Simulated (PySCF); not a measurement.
# Xe⁺: ionisation energy

Xe⁺ [Kr] 4d10 5s2 5p5 (2P) → Xe²⁺ [Kr] 4d10 5s2 5p4 (3P), as a difference of total energies. All numbers are calculated (PySCF 2.14, a scalar-relativistic core potential, in aug-cc-pwCVTZ-PP with ECP28MDF). Correlated levels: valence: 4s2 4p6 4d10 frozen. The calculations carry no spin-orbit coupling.

```tsv
method	ionisation energy (eV)
UHF	20.067
MP2 (valence)	20.826
SCS-MP2 (valence)	20.832
CCSD (valence)	20.847
CCSD(T) (valence)	20.881
```

Q: How much does correlation contribute at CCSD(T) (valence)?

A: 20.881 − (20.067) = 0.814 eV, measured against UHF.

The reference lies between the lowest fine-structure levels, while these numbers refer to the centres of the terms.

Errors of the correlated levels include the incompleteness of this basis and the frozen core.

For comparison: 20.975 eV (semi-empirical (NIST evaluation); NIST Atomic Spectra Database, ionization energies).
